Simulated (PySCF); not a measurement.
Br2Cl2Si. Atoms are numbered in the order given.

```xyz
5

Cl     0.0000    -1.6704    -1.6018
Si     0.0000     0.0000    -0.4105
Cl     0.0000     1.6704    -1.6018
Br     1.8106     0.0000     0.8601
Br    -1.8106     0.0000     0.8601
```

The structure is a stationary point at B3LYP-D3(BJ)/def2-SVP.

The numbers are results of B3LYP-D3(BJ)/def2-SVP (PySCF), not measurements.

Frequencies are harmonic and unscaled.

```json
[
 {"mode": "1", "ν (cm⁻¹)": "105", "IR (km/mol)": "0.1", "Raman (Å⁴/amu)": "2.6", "depolarisation": "0.74", "moving atoms (share of kinetic energy)": "Br 64 %, Cl 32 %"},
 {"mode": "2", "ν (cm⁻¹)": "117", "IR (km/mol)": "0.0", "Raman (Å⁴/amu)": "2.4", "depolarisation": "0.75", "moving atoms (share of kinetic energy)": "Cl 73 %, Br 27 %"},
 {"mode": "3", "ν (cm⁻¹)": "168", "IR (km/mol)": "3.6", "Raman (Å⁴/amu)": "3.5", "depolarisation": "0.75", "moving atoms (share of kinetic energy)": "Cl 49 %, Br 47 %"},
 {"mode": "4", "ν (cm⁻¹)": "176", "IR (km/mol)": "2.8", "Raman (Å⁴/amu)": "3.8", "depolarisation": "0.57", "moving atoms (share of kinetic energy)": "Cl 58 %, Br 37 %"},
 {"mode": "5", "ν (cm⁻¹)": "178", "IR (km/mol)": "3.4", "Raman (Å⁴/amu)": "3.3", "depolarisation": "0.75", "moving atoms (share of kinetic energy)": "Cl 61 %, Si 22 %, Br 17 %"},
 {"mode": "6", "ν (cm⁻¹)": "319", "IR (km/mol)": "5.6", "Raman (Å⁴/amu)": "13.5", "depolarisation": "0.00", "moving atoms (share of kinetic energy)": "Cl 53 %, Br 34 %, Si 13 %"},
 {"mode": "7", "ν (cm⁻¹)": "502", "IR (km/mol)": "174.1", "Raman (Å⁴/amu)": "0.8", "depolarisation": "0.75", "moving atoms (share of kinetic energy)": "Si 84 %, Br 16 %"},
 {"mode": "8", "ν (cm⁻¹)": "572", "IR (km/mol)": "161.1", "Raman (Å⁴/amu)": "2.6", "depolarisation": "0.29", "moving atoms (share of kinetic energy)": "Si 67 %, Cl 30 %"},
 {"mode": "9", "ν (cm⁻¹)": "611", "IR (km/mol)": "154.1", "Raman (Å⁴/amu)": "2.1", "depolarisation": "0.75", "moving atoms (share of kinetic energy)": "Si 66 %, Cl 34 %"}
]
```
